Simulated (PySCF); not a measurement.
C2H8BN.

```xyz
12

B      0.0000     0.0000     0.0551
C      1.3807     0.0000    -0.7318
H      1.4486     0.8807    -1.3957
H      1.4486    -0.8807    -1.3957
H      2.2729     0.0000    -0.0832
C     -1.3807     0.0000    -0.7318
H     -1.4486     0.8807    -1.3957
H     -2.2729     0.0000    -0.0832
H     -1.4486    -0.8807    -1.3957
N      0.0000     0.0000     1.4599
H     -0.8478     0.0000     2.0179
H      0.8478     0.0000     2.0179
```

The structure is a stationary point at TPSSh-D3(BJ)/def2-SVP. The values are those of a single conformer.

The numbers are results of PBE/pcSseg-1 run with PySCF, not measurements. Non-relativistic, no solvent.

Computed absolute GIAO shielding of each atom: isotropic value and principal components (ppm):
```json
[
 {"atom": "B1", "σ(iso)": "51.3", "σ11": "16.1", "σ22": "26.2", "σ33": "111.7", "span": "95.6"},
 {"atom": "C2", "σ(iso)": "173.8", "σ11": "162.5", "σ22": "169.9", "σ33": "189.1", "span": "26.6"},
 {"atom": "H3", "σ(iso)": "30.8", "σ11": "27.2", "σ22": "29.1", "σ33": "36.0", "span": "8.8"},
 {"atom": "H4", "σ(iso)": "30.8", "σ11": "27.2", "σ22": "29.1", "σ33": "36.0", "span": "8.8"},
 {"atom": "H5", "σ(iso)": "31.2", "σ11": "27.6", "σ22": "29.5", "σ33": "36.5", "span": "8.9"},
 {"atom": "C6", "σ(iso)": "173.8", "σ11": "162.5", "σ22": "169.9", "σ33": "189.1", "span": "26.6"},
 {"atom": "H7", "σ(iso)": "30.8", "σ11": "27.2", "σ22": "29.1", "σ33": "36.0", "span": "8.8"},
 {"atom": "H8", "σ(iso)": "31.2", "σ11": "27.6", "σ22": "29.5", "σ33": "36.5", "span": "8.9"},
 {"atom": "H9", "σ(iso)": "30.8", "σ11": "27.2", "σ22": "29.1", "σ33": "36.0", "span": "8.8"},
 {"atom": "N10", "σ(iso)": "148.5", "σ11": "68.4", "σ22": "176.6", "σ33": "200.6", "span": "132.2"},
 {"atom": "H11", "σ(iso)": "27.5", "σ11": "23.0", "σ22": "25.1", "σ33": "34.5", "span": "11.5"},
 {"atom": "H12", "σ(iso)": "27.5", "σ11": "23.0", "σ22": "25.1", "σ33": "34.5", "span": "11.5"}
]
```
